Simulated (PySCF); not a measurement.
Compound: C₅H₁₀SSi.
Atom-mapped SMILES: `[CH3:1][C:2](=[S:3])[CH:4]1[CH2:5][SiH2:6][CH2:7]1` (hydrogens: H8, H9, H10 on C1; H11 on C4; H12, H13 on C5; H14, H15 on Si6; H16, H17 on C7)

The same species was optimised twice, with GFN2-xTB and with PBE0-D3(BJ)/def2-SVP (PySCF), and the same property calculations (PySCF, gas phase) were run on both structures.

```json
{"coordinate": "C2–C4 (Å)", "GFN2-xTB": "1.488", "PBE0-D3(BJ)/def2-SVP": "1.507", "change": "+0.019"}
{"coordinate": "C5–Si6 (Å)", "GFN2-xTB": "1.908", "PBE0-D3(BJ)/def2-SVP": "1.889", "change": "-0.019"}
{"coordinate": "Si6–C7 (Å)", "GFN2-xTB": "1.914", "PBE0-D3(BJ)/def2-SVP": "1.899", "change": "-0.015"}
{"coordinate": "C4–C7 (Å)", "GFN2-xTB": "1.559", "PBE0-D3(BJ)/def2-SVP": "1.570", "change": "+0.011"}
{"coordinate": "C1–C2 (Å)", "GFN2-xTB": "1.492", "PBE0-D3(BJ)/def2-SVP": "1.498", "change": "+0.006"}
{"coordinate": "C4–C5 (Å)", "GFN2-xTB": "1.540", "PBE0-D3(BJ)/def2-SVP": "1.545", "change": "+0.005"}
{"coordinate": "C2=S3 (Å)", "GFN2-xTB": "1.626", "PBE0-D3(BJ)/def2-SVP": "1.627", "change": "+0.001"}
{"coordinate": "C4–C7–Si6 (°)", "GFN2-xTB": "90.7", "PBE0-D3(BJ)/def2-SVP": "86.4", "change": "-4.3"}
{"coordinate": "C4–C5–Si6 (°)", "GFN2-xTB": "91.5", "PBE0-D3(BJ)/def2-SVP": "87.4", "change": "-4.1"}
{"coordinate": "C2–C4–C7 (°)", "GFN2-xTB": "110.2", "PBE0-D3(BJ)/def2-SVP": "112.5", "change": "+2.3"}
{"coordinate": "C5–Si6–C7 (°)", "GFN2-xTB": "76.5", "PBE0-D3(BJ)/def2-SVP": "78.6", "change": "+2.1"}
{"coordinate": "C1–C2–S3 (°)", "GFN2-xTB": "120.7", "PBE0-D3(BJ)/def2-SVP": "122.3", "change": "+1.6"}
{"coordinate": "C2–C4–C5 (°)", "GFN2-xTB": "117.2", "PBE0-D3(BJ)/def2-SVP": "118.8", "change": "+1.6"}
{"coordinate": "C1–C2–C4 (°)", "GFN2-xTB": "116.0", "PBE0-D3(BJ)/def2-SVP": "114.5", "change": "-1.5"}
{"coordinate": "C5–C4–C7 (°)", "GFN2-xTB": "99.5", "PBE0-D3(BJ)/def2-SVP": "100.7", "change": "+1.2"}
{"coordinate": "C1–C2–C4–C5 (°)", "GFN2-xTB": "-164", "PBE0-D3(BJ)/def2-SVP": "-169", "change": "-5"}
```

Rotational constants: A = 3307, B = 1135, C = 967.2 MHz (GFN2-xTB) against A = 3421, B = 1092, C = 917.7 MHz (PBE0-D3(BJ)/def2-SVP). Point groups within 0.08 Å: C1 and C1.

On the GFN2-xTB structure: lowest singlet, TDDFT (eV) 2.62 [PBE0/def2-SVPD]; lowest triplet, Tamm–Dancoff (eV) 2.16 [PBE0/def2-SVPD]; isotropic polarisability (au) 105.8 [PBE0/def2-SVPD]; HOMO (eV) -6.28 [PBE0/def2-SVPD]; LUMO (eV) -1.92 [PBE0/def2-SVPD]; dipole (D) 2.80 [PBE0/def2-SVPD]; HOMO (eV) -6.25 [PBE0/pcSseg-1]; LUMO (eV) -1.86 [PBE0/pcSseg-1]; dipole (D) 2.70 [PBE0/pcSseg-1]; GIAO shielding of C1 (ppm) 144.8 [PBE0/pcSseg-1]; GIAO shielding of C2 (ppm) -91.7 [PBE0/pcSseg-1]; GIAO shielding of S3 (ppm) -369.6 [PBE0/pcSseg-1]; GIAO shielding of C4 (ppm) 135.8 [PBE0/pcSseg-1]; GIAO shielding of C5/C7 (mean) (ppm) 167.2 [PBE0/pcSseg-1]; GIAO shielding of Si6 (ppm) 397.0 [PBE0/pcSseg-1].

**Question.** What do these properties become on the PBE0-D3(BJ)/def2-SVP structure?

**Answer.** 
```tsv
property	level	on GFN2-xTB	on PBE0-D3(BJ)/def2-SVP	change
lowest singlet, TDDFT (eV)	PBE0/def2-SVPD	2.62	2.60	-0.02
lowest triplet, Tamm–Dancoff (eV)	PBE0/def2-SVPD	2.16	2.13	-0.03
isotropic polarisability (au)	PBE0/def2-SVPD	105.8	108.0	+2.2
HOMO (eV)	PBE0/def2-SVPD	-6.28	-6.33	-0.05
LUMO (eV)	PBE0/def2-SVPD	-1.92	-1.98	-0.06
dipole (D)	PBE0/def2-SVPD	2.80	2.64	-0.16
energy, GFN2-xTB geometry as zero (kcal/mol)	PBE0/def2-SVPD	0.0	-3.2	-3.2
HOMO (eV)	PBE0/pcSseg-1	-6.25	-6.30	-0.05
LUMO (eV)	PBE0/pcSseg-1	-1.86	-1.91	-0.05
dipole (D)	PBE0/pcSseg-1	2.70	2.54	-0.16
energy, GFN2-xTB geometry as zero (kcal/mol)	PBE0/pcSseg-1	0.0	-2.9	-2.9
GIAO shielding of C1 (ppm)	PBE0/pcSseg-1	144.8	144.1	-0.7
GIAO shielding of C2 (ppm)	PBE0/pcSseg-1	-91.7	-91.4	+0.3
GIAO shielding of S3 (ppm)	PBE0/pcSseg-1	-369.6	-399.4	-29.8
GIAO shielding of C4 (ppm)	PBE0/pcSseg-1	135.8	130.6	-5.2
GIAO shielding of C5/C7 (mean) (ppm)	PBE0/pcSseg-1	167.2	165.9	-1.3
GIAO shielding of Si6 (ppm)	PBE0/pcSseg-1	397.0	392.3	-4.7
```

The heavy atoms differ by 0.160 Å rms after alignment. Among bonds between heavy atoms C2–C4 and C5–Si6 change most and about equally (-0.019 to +0.019 Å). Changes are differences of the printed values. Neither structure is proved a minimum here.

Conformer computed: `[CH3:1][C:2](=[S:3])[CH:4]1[CH2:5][SiH2:6][CH2:7]1`: C1–C2–C4–C5 -169°.
